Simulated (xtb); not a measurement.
C₄H₉O₃Si, doublet, at a GFN2-xTB geometry; GFN0-xTB run with xtb.

xtb was given this input:
```
$ xtb mol.xyz --gfn 0 --uhf 1 --grad --json

# file mol.xyz
17

C     -1.16378327     2.32077789    -0.05444850
C     -0.20918460     1.61039233     0.46448743
Si     0.17195920    -0.25332511    -0.23780180
O      0.23081552    -0.04888493    -1.75200223
O     -1.03336833    -0.98953057     0.58055555
C     -2.35345598    -0.98209564     0.15310211
O      1.42126644    -0.66730468     0.71372810
C      2.75347124    -0.53276168     0.33469852
H     -1.42283444     3.29964269     0.33355655
H     -1.73379526     1.99095718    -0.90701580
H      0.43190449     1.84288055     1.29258962
H     -2.42452562    -1.17284166    -0.91923206
H     -2.88925905    -1.75808322     0.70236234
H     -2.81735583    -0.01255099     0.36673452
H      3.33276586    -1.29381403     0.86055344
H      3.12893806     0.45592086     0.61599108
H      2.87473949    -0.65767598    -0.74160333
```

It wrote (shortened):

```
   ID    Z sym.   atoms
    1    6 C      1, 2, 6, 8
    2   14 Si     3
    3    8 O      4, 5, 7
    4    1 H      9-17

           -------------------------------------------------
          |                Calculation Setup                |
           -------------------------------------------------

           -------------------------------------------------
          |                 G F N 0 - x T B                 |
           -------------------------------------------------

          ...................................................
          :                      SETUP                      :
          :.................................................:
          :  # basis functions                  56          :
          :  # atomic orbitals                  55          :
          :  # shells                           35          :
          :  # electrons                        47          :
          :  electronic temp.          300.0000000     K    :
          :  accuracy                    1.0000000          :
          :  -> integral cutoff          0.2500000E+02      :
          :  -> integral neglect         0.1000000E-07      :
          ...................................................

         :::::::::::::::::::::::::::::::::::::::::::::::::::::
         ::                     SUMMARY                     ::
         :::::::::::::::::::::::::::::::::::::::::::::::::::::
         :: total energy             -24.942472143543 Eh    ::
         :: gradient norm              0.049009154967 Eh/a0 ::
         :: HOMO-LUMO gap              3.885694040057 eV    ::
         ::.................................................::
         :: H0 energy                -25.047443789033 Eh    ::
         :: repulsion energy           0.311541628997 Eh    ::
         :: electrostat energy        -0.176660118154 Eh    ::
         :: -> Gsolv                   0.000000000000 Eh    ::
         ::    -> Gsasa                0.000000000000 Eh    ::
         ::    -> Gshift               0.000000000000 Eh    ::
         :: dispersion energy         -0.005815630002 Eh    ::
         :: short-range corr.         -0.024094235350 Eh    ::
         :: add. restraining           0.000000000000 Eh    ::
         :: total charge              -0.000000000000 e     ::
         :::::::::::::::::::::::::::::::::::::::::::::::::::::

           -------------------------------------------------
          |                Property Printout                |
           -------------------------------------------------

    * Orbital Energies and Occupations

         #    Occupation            Energy/Eh            Energy/eV
      -------------------------------------------------------------
         1        2.0000           -0.6949432             -18.9104
       ...           ...                  ...                  ...
        12        2.0000           -0.5404736             -14.7070
        13        2.0000           -0.5301855             -14.4271
        14        2.0000           -0.5179959             -14.0954
        15        2.0000           -0.5045628             -13.7299
        16        2.0000           -0.4810732             -13.0907
        17        2.0000           -0.4565426             -12.4232
        18        2.0000           -0.4523069             -12.3079
        19        2.0000           -0.4510554             -12.2738
        20        2.0000           -0.4388329             -11.9412
        21        2.0000           -0.4289609             -11.6726
        22        2.0000           -0.4280844             -11.6488
        23        1.9996           -0.4160620             -11.3216
        24        1.0004           -0.4011217             -10.9151 (HOMO)
        25                         -0.2583251              -7.0294 (LUMO)
        26                         -0.1995137              -5.4290
        27                         -0.1573122              -4.2807
        28                         -0.1528002              -4.1579
        29                         -0.1436881              -3.9100
        30                         -0.1315470              -3.5796
        31                         -0.1148751              -3.1259
        32                         -0.1020562              -2.7771
        33                         -0.0992178              -2.6999
        34                         -0.0926295              -2.5206
        35                         -0.0911330              -2.4799
       ...                                ...                  ...
        55                          0.6127179              16.6729
      -------------------------------------------------------------
                  HL-Gap            0.1427966 Eh            3.8857 eV
             Fermi-level            0.0000000 Eh            0.0000 eV

     #   Z          covCN         q      C6AA      α(0)
     1   6 C        2.841    -0.262    37.047     9.943
     2   6 C        2.746    -0.187    34.713     9.616
     3  14 Si       3.361     0.908   134.656    22.287
     4   8 O        0.771    -0.622    26.615     6.921
     5   8 O        1.621    -0.444    21.570     6.281
     6   6 C        3.726    -0.026    23.639     7.024
     7   8 O        1.621    -0.461    21.919     6.332
     8   6 C        3.725    -0.025    23.634     7.024
     9   1 H        0.925     0.157     1.346     1.814
    10   1 H        0.926     0.177     1.223     1.729
    11   1 H        0.926     0.159     1.330     1.803
    12   1 H        0.924     0.106     1.728     2.055
    13   1 H        0.924     0.111     1.687     2.031
    14   1 H        0.924     0.091     1.868     2.137
    15   1 H        0.924     0.112     1.682     2.028
    16   1 H        0.924     0.093     1.854     2.129
    17   1 H        0.924     0.113     1.671     2.022

 Mol. C6AA /au·bohr⁶  :       3445.211955
 Mol. C8AA /au·bohr⁸  :     100206.245649
 Mol. α(0) /au        :         93.178012

Wiberg/Mayer (AO) data.
largest (>0.10) Wiberg bond orders for each atom

 ---------------------------------------------------------------------------
     #   Z sym  total        # sym  WBO       # sym  WBO       # sym  WBO
 ---------------------------------------------------------------------------
     1   6 C    3.991 --     2 C    2.040    10 H    0.961     9 H    0.936
     2   6 C    3.828 --     1 C    2.040    11 H    0.962     3 Si   0.557
                             5 O    0.110
     3  14 Si   4.319 --     4 O    1.528     7 O    1.072     5 O    1.050
                             2 C    0.557
     4   8 O    1.719 --     3 Si   1.528
     5   8 O    2.388 --     3 Si   1.050     6 C    1.007     2 C    0.110
     6   6 C    3.948 --     5 O    1.007    12 H    0.976    13 H    0.968
                            14 H    0.965
     7   8 O    2.331 --     3 Si   1.072     8 C    0.998
     8   6 C    3.947 --     7 O    0.998    17 H    0.975    16 H    0.973
                            15 H    0.972
     9   1 H    0.988 --     1 C    0.936
    10   1 H    0.991 --     1 C    0.961
    11   1 H    0.996 --     2 C    0.962
    12   1 H    0.991 --     6 C    0.976
    13   1 H    1.004 --     6 C    0.968
    14   1 H    0.993 --     6 C    0.965
    15   1 H    1.003 --     8 C    0.972
    16   1 H    0.996 --     8 C    0.973
    17   1 H    0.991 --     8 C    0.975
 ---------------------------------------------------------------------------

Topologies differ in total number of bonds
Writing topology from bond orders to xtbtopo.mol

 dipole moment from electron density (au)
     X       Y       Z
  -0.5422   0.3285   2.1772  total (Debye):    5.764

           -------------------------------------------------
          | TOTAL ENERGY              -24.942472143543 Eh   |
          | GRADIENT NORM               0.049009154967 Eh/α |
          | HOMO-LUMO GAP               3.885694040057 eV   |
           -------------------------------------------------

normal termination of xtb
```
